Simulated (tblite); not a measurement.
Compound: C6H11BN2.
Numbering: `[CH:1]#[C:2][C@@H:3]1[CH2:4][C@H:5]1[N:6]([CH3:7])[BH:8][NH2:9]` (hydrogens: H10 on C1; H11 on C3; H12, H13 on C4; H14 on C5; H15, H16, H17 on C7; H18 on B8; H19, H20 on N9)

Computed with GFN2-xTB (tblite), gas phase: L-BFGS steps from a force-field or distance-geometry start until the largest atomic force falls under 0.01 eV/Å.

Step 0: E = -691.5561 eV
```
atom  x, y, z in Å  |  force x, y, z in eV/Å
C1      3.4697    1.5813    0.0769   -0.983  -0.787   0.232
C2      2.5581    0.8122    0.2774    0.066   0.040   0.685
C3      1.4783   -0.1403    0.5469    0.462   0.588  -0.860
C4      1.4272   -1.3086   -0.4248   -0.461  -0.221   0.412
C5      0.4226   -0.1807   -0.5557   -0.109  -0.776   0.406
N6     -0.9233   -0.5337   -0.0911   -0.224   1.700  -0.550
C7     -1.6734   -1.1588   -1.1832   -0.353  -0.560   0.263
B8     -1.6253    0.7557    0.3565    0.126  -1.070   1.167
N9     -2.0900    0.8972    1.7929   -0.078   0.964  -1.165
H10     4.2452    2.2646   -0.1019   -0.018  -0.031  -0.057
H11     1.1216   -0.3357    1.5795    0.483   0.446  -0.859
H12     2.2063   -1.3327   -1.2044   -0.513  -0.421   0.671
H13     1.0179   -2.2480    0.0403    0.747   0.953  -0.917
H14     0.5477    0.4757   -1.4596   -0.277  -0.374   0.898
H15    -2.6970   -1.4314   -0.8302    0.738   0.283  -0.195
H16    -1.7614   -0.4886   -2.0523   -0.058  -0.163  -0.013
H17    -1.1704   -2.0980   -1.4925   -0.148   0.528   0.153
H18    -1.8093    1.6269   -0.4180    0.032   0.012  -0.122
H19    -3.1219    1.0953    1.7684    1.296  -0.113   0.190
H20    -1.6279    1.7581    2.1785   -0.728  -0.998  -0.340
```

Task: Estimate the geometry and energy of step 1. (The exact step hangs on the optimiser's Hessian estimate; all steps are aligned on step 0, rigid shifts and turns removed.)

Result: E = -691.7844 eV, largest force 1.697 eV/Å
```
atom  x, y, z in Å  |  force x, y, z in eV/Å
C1      3.4557    1.5701    0.0802    0.974   0.883  -0.215
C2      2.5591    0.8128    0.2872   -1.148  -0.972   0.785
C3      1.4849   -0.1319    0.5346    0.112   0.225  -0.359
C4      1.4206   -1.3117   -0.4189   -0.061   0.158   0.055
C5      0.4210   -0.1918   -0.5499   -0.171  -0.311   0.119
N6     -0.9264   -0.5094   -0.0990   -0.202   0.828  -0.350
C7     -1.6784   -1.1668   -1.1794    0.037   0.167   0.076
B8     -1.6235    0.7404    0.3732    0.016  -0.285   0.358
N9     -2.0911    0.9110    1.7763    0.150   0.178  -0.788
H10     4.2450    2.2642   -0.1027   -0.481  -0.439   0.073
H11     1.1286   -0.3293    1.5672    0.473   0.444  -0.799
H12     2.1989   -1.3387   -1.1948   -0.459  -0.399   0.539
H13     1.0286   -2.2344    0.0273    0.476   0.369  -0.519
H14     0.5437    0.4704   -1.4468   -0.222  -0.349   0.750
H15    -2.6865   -1.4273   -0.8330    0.294   0.142  -0.008
H16    -1.7622   -0.4909   -2.0524   -0.085  -0.269   0.056
H17    -1.1725   -2.0904   -1.4903   -0.002   0.272   0.142
H18    -1.8089    1.6270   -0.4197    0.066  -0.205   0.083
H19    -3.1033    1.0936    1.7711    0.599  -0.007   0.122
H20    -1.6383    1.7438    2.1736   -0.368  -0.426  -0.119
```

The energy changes by -0.2283 eV. The first-order estimate −F·Δx gives -0.3286 eV and the mean of the old and new forces, exact on a quadratic surface, -0.2275 eV. The step makes an angle of 0° with the force vector and moves no atom by more than 0.026 Å.

What follows is the cost of the whole relaxation. Hardware: Arm Neoverse N1, one thread, shared host with 64 logical CPUs at a one-minute load of 61. Cost: 1.7 s wall.
